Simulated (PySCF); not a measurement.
# [Bi(SH)4]− at several levels of theory

Computed with PySCF 2.14.0 (density fitting, no spin-orbit coupling) at the geometry relaxed with PBE0:

```xyz
9
[Bi(SH)4]− (singlet)
Bi   -0.6404    0.0170   -0.0886
S    -0.1453   -1.0742    2.3464
H     0.8709   -0.2028    2.5255
S     0.8571   -1.0576   -2.1710
H     0.1647   -2.2172   -2.0968
S     1.3622    1.6134    0.1711
H     2.1928    0.7090   -0.3986
S    -2.2009    2.2830   -0.0840
H    -1.1354    3.1046   -0.2041
```

```tsv
level	basis	state	HOMO (eV)	gap (eV)	charge on Bi1 (e)	dipole about the centre of mass (D)	largest force component (eV/Å)
PBE0	Bi def2-SVP with ECP60, S def2-SVP, H def2-SVP	singlet	-1.84	4.16	0.65	1.70	0.02
PBE0	Bi def2-TZVP with ECP60, S def2-TZVP, H def2-TZVP	singlet	-2.23	4.11	0.81	1.80	0.37
PBE0	Bi x2c-SVPall, S x2c-SVPall, H x2c-SVPall	singlet	-1.83	4.21	0.63	1.70	0.70
```

Charges are Mulliken's, which hang on the basis. The relaxation used the grid (50, 194), these runs (75, 302) or, all-electron (x2c bases, spin-free X2C Hamiltonian), (99, 590).

(1) Order these levels, in the first row's basis, by the HOMO–LUMO gap they give here, smallest first.
A. M06-L
B. BP86
C. revPBE
D. BLYP

(2) And their other results?

No frequency check is given that shows the relaxed geometry to be a minimum.

Answers

(1) D (2.51 eV), B (2.58 eV), C (2.63 eV), A (3.00 eV).

(2) 
| level | state | HOMO (eV) | gap (eV) | charge on Bi1 (e) | dipole about the centre of mass (D) | largest force component (eV/Å) |
| --- | --- | --- | --- | --- | --- | --- |
| revPBE | singlet | -0.85 | 2.63 | 0.59 | 1.68 | 0.48 |
| M06-L | singlet | -1.15 | 3.00 | 0.82 | 1.96 | 0.32 |
| BLYP | singlet | -0.59 | 2.51 | 0.54 | 1.62 | 0.61 |
| BP86 | singlet | -0.97 | 2.58 | 0.54 | 1.61 | 0.45 |
